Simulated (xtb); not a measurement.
xtb input (GFN2-xTB):

```bash
xtb mol.xyz --gfn 2 --sp --chrg -1 --uhf 0
```
mol.xyz:
```
3

Sb     0.06785236     0.04010139     0.98563919
Br     0.88206480    -1.82779314    -0.70905765
Br    -0.98093538     1.76935969    -0.72715946
```

End of the output:

```
         :::::::::::::::::::::::::::::::::::::::::::::::::::::
         ::                     SUMMARY                     ::
         :::::::::::::::::::::::::::::::::::::::::::::::::::::
         :: total energy             -10.726098789924 Eh    ::
         :: gradient norm              0.015815776428 Eh/a0 ::
         :: HOMO-LUMO gap              2.039939149220 eV    ::
         ::.................................................::
         :: SCC energy               -10.727454134096 Eh    ::
         :: -> isotropic ES            0.130782582218 Eh    ::
         :: -> anisotropic ES         -0.008085360547 Eh    ::
         :: -> anisotropic XC         -0.017431953783 Eh    ::
         :: -> dispersion             -0.003068396082 Eh    ::
         :: repulsion energy           0.001355344171 Eh    ::
         :: add. restraining           0.000000000000 Eh    ::
         :: total charge              -1.000000000000 e     ::
         :::::::::::::::::::::::::::::::::::::::::::::::::::::

           -------------------------------------------------
          |                Property Printout                |
           -------------------------------------------------

    * Orbital Energies and Occupations

         #    Occupation            Energy/Eh            Energy/eV
      -------------------------------------------------------------
         1        2.0000           -0.6539582             -17.7951
         2        2.0000           -0.6504652             -17.7001
         3        2.0000           -0.5319415             -14.4749
         4        2.0000           -0.2484598              -6.7609
         5        2.0000           -0.2314877              -6.2991
         6        2.0000           -0.2275045              -6.1907
         7        2.0000           -0.2240983              -6.0980
         8        2.0000           -0.2216831              -6.0323
         9        2.0000           -0.2216163              -6.0305
        10        2.0000           -0.1331182              -3.6223 (HOMO)
        11                         -0.0581518              -1.5824 (LUMO)
Note: The following floating-point exceptions are signalling: IEEE_DENORMAL
normal termination of xtb
        12                         -0.0578524              -1.5742
        13                          0.1877700               5.1095
        14                          0.2082453               5.6666
        15                          0.2330553               6.3418
        16                          0.2372371               6.4556
        17                          0.2383863               6.4868
        18                          0.2445166               6.6536
        19                          0.2448282               6.6621
        20                          0.2452682               6.6741
        21                          0.2461696               6.6986
       ...                                ...                  ...
        27                          1.0212564              27.7898
      -------------------------------------------------------------
                  HL-Gap            0.0749664 Eh            2.0399 eV
             Fermi-level           -0.0956350 Eh           -2.6024 eV

     #   Z          covCN         q      C6AA      α(0)
     1  51 Sb       1.648     0.076   416.777    40.023
     2  35 Br       0.824    -0.538   200.252    22.816
     3  35 Br       0.824    -0.538   200.252    22.816

 Mol. C6AA /au·bohr⁶  :       2356.694993
 Mol. C8AA /au·bohr⁸  :     189187.959168
 Mol. α(0) /au        :         85.653573

Wiberg/Mayer (AO) data.
largest (>0.10) Wiberg bond orders for each atom

 ---------------------------------------------------------------------------
     #   Z sym  total        # sym  WBO       # sym  WBO       # sym  WBO
 ---------------------------------------------------------------------------
     1  51 Sb   1.576 --     3 Br   0.788     2 Br   0.788
     2  35 Br   0.802 --     1 Sb   0.788
     3  35 Br   0.802 --     1 Sb   0.788
 ---------------------------------------------------------------------------

Topologies differ in total number of bonds
Writing topology from bond orders to xtbtopo.mol

molecular dipole:
                 x           y           z       tot (Debye)
 q only:        0.110       0.065       1.600
   full:        0.156       0.092       2.271       5.791
molecular quadrupole (traceless):
                xx          xy          yy          xz          yz          zz
 q only:        3.732       9.645      -9.898      -0.226      -0.011       6.166
  q+dip:        7.059      16.040     -15.610      -0.553      -0.123       8.551
   full:        4.164      13.235     -14.538      -0.111       0.102      10.374

           -------------------------------------------------
          | TOTAL ENERGY              -10.726098789924 Eh   |
          | GRADIENT NORM               0.015815776428 Eh/α |
          | HOMO-LUMO GAP               2.039939149220 eV   |
           -------------------------------------------------

------------------------------------------------------------------------
------------------------------------------------------------------------
 total:
 SCF:
```
